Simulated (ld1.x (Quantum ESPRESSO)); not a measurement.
antimony, TM semilocal: configuration errors across variants

Sb, norm-conserving Troullier–Martins (semilocal form), made with ld1.x (Quantum ESPRESSO) 7.5 (PW91, scalar-relativistic). Core [Kr] 4d10, reference 5s2 5p2 (charge +1). Waves: 5p (bound): rc 2.00 bohr; 5d channel at 0.05 Ry: rc 2.00 bohr; 5s (bound): rc 1.45 bohr. Local part: the s channel. Core correction: Bessel-smoothed model core, default radius (core density twice the valence density).

All-electron excitation energies from the reference (eV): (1) 5s2 5p3 -8.375; (2) 5s2 5p1 16.047; (3) 5s2 5p0 40.555; (4) 5s2 5p3.3 -9.547; (5) 5s0 5p5 8.112; (6) 5s2 5p2.5 -5.087; (7) 5s1 5p0 84.961.

In the semilocal form every listed channel keeps its own potential, so the choice of the local channel does not act on these tests. It acts once the file is put into the separable form.

A semilocal file is local in each channel, so a ghost entry of none says nothing of the separable form that plane-wave codes build from it.

The default core radius of the base comes out at 1.62 bohr.

4 further variants failed, have other tests or another functional or relativity, and are left out.

Errors AE − PS in meV (a dash: test not solved or not reliable):

```tsv
change	(1)	(2)	(3)	(4)	(5)	(6)	(7)	bound ghosts
base	-0.1	-14	-79	-0.3	-74	+0.4	-357	none
wave 5p (bound): rc 2.00 bohr becomes 5p (bound): rc 1.62 bohr	+2.4	-11	-81	+3.6	-28	+1.0	-389	none
wave 5s (bound): rc 1.45 bohr becomes 5s (bound): rc 1.46 bohr	-0.1	-14	-79	-0.3	-74	+0.4	-357	none
wave 5d channel at 0.05 Ry: rc 2.00 bohr becomes 5d channel at 0.05 Ry: rc 1.88 bohr	-0.1	-14	-79	-0.3	-74	+0.4	-357	none
all radii but the core radius scaled by about 0.93 (s 1.36, p 1.86, d 1.86 bohr)	+0.6	-12	-71	+0.7	-95	+0.6	-309	none
wave 5d channel at 0.05 Ry: rc 2.00 bohr becomes 5d channel at 0.22 Ry: rc 2.00 bohr	-0.1	-14	-79	-0.3	-74	+0.4	-357	none
local potential the p channel	-0.1	-14	-79	-0.3	-74	+0.4	-357	none
```

**Question.** Give the same row for: core correction Bessel-smoothed model core inside 0.90 bohr.

**Answer.** -0.1, -14, -79, -0.3, -77, +0.3, -359; bound ghosts: none.
